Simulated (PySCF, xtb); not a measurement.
1,1-dichloro-2,2-difluoroethane (C2H2Cl2F2), SMILES FC(F)C(Cl)Cl. Other conformers were not sampled.

Harmonic wavenumbers (cm⁻¹) from xtb with GFN2-xTB at its own minimum, in rising order: 53, 161, 183, 242, 357, 489, 581, 705, 746, 936, 1041, 1109, 1130, 1175, 1250, 1265, 2884, 2943.

Q: What does PySCF 2.14.0 with PBE0-D3(BJ)/def2-SVP give at its own minimum? (An estimate is asked for; the answer gives what the named calculation found.)

A: 83, 193, 208, 276, 393, 554, 677, 758, 846, 997, 1169, 1218, 1228, 1290, 1396, 1419, 3096, 3162. Paired by order, the mean absolute difference is 95 cm⁻¹ and the zero-point energies are 24.7 and 27.1 kcal/mol.
